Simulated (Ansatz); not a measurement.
`B[CH2][GaH2]` + PH₃ → `[PH2][GaH2]` + `BC` at 500 K and 1 bar (ligand exchange at a Ga–C bond).

Computed with Ansatz on PBE0-D4/def2-TZVP structures; ΔE is electronic, products minus reactants. CBS: MP2 limit from def2 TZ/QZ plus the TZ coupled-cluster correction, frozen cores. This one scheme is used for every species. For Ga outer-core shells are correlated without core-valence functions, which leaves a few kJ/mol of doubt a bond. Scalar relativity is left out up to krypton.

```
       species  CCSD(T)/CBS energy (Eh)  H − E (kJ/mol)  S (J/(mol·K))
`B[CH2][GaH2]`              -1990.36717           197.2          378.9
           PH₃               -342.72256            81.5          231.4
 `[PH2][GaH2]`              -2267.26620           110.9          330.7
          `BC`                -65.83255           172.2          281.8
```

H − E and S are ideal-gas, rigid-rotor, harmonic terms from PBE0-D4/def2-TZVP, for one conformer and one mirror image of each species. 1 Eh = 2625.50 kJ/mol, R = 8.31446 J/(mol·K).

By hand: ΔE, ΔH, ΔS and ΔG.

ΔE = (-2267.26620) + (-65.83255) − (-1990.36717) − (-342.72256) = -0.00902 Eh = -23.7 kJ/mol. Δ(H − E) = 110.9 + 172.2 − 197.2 − 81.5 = 4.4, so ΔH = -19.3 kJ/mol. ΔS = 330.7 + 281.8 − 378.9 − 231.4 = 2.2 J/(mol·K). ΔG = -19.3 − 500 × (2.2)/1000 = -20.4 kJ/mol.

By hand: the equilibrium constant, and the temperature at which ΔG would vanish if ΔH and ΔS stayed fixed.

log₁₀ K = −ΔG/(RT ln 10) = 2.1. ΔH and −TΔS have one sign here, so there is no such temperature.

The number of gas molecules stays the same, so ΔS is small and ΔH decides. A doubt of 5 kJ/mol in ΔE shifts log₁₀ K by 0.5 here. Other conformers and mirror images would add mixing entropy, several J/(mol·K) or more a flexible species. Modes under 60 cm⁻¹, often nearly free rotors, make the harmonic entropy too high. These are equilibria of isolated gas molecules and say nothing of rates. Largest T1 diagnostic: 0.014 (customary marks: 0.02 for closed shells, 0.045 for open ones).

ΔS is within the doubt of such terms, so its sign, and with it that verdict, could turn.
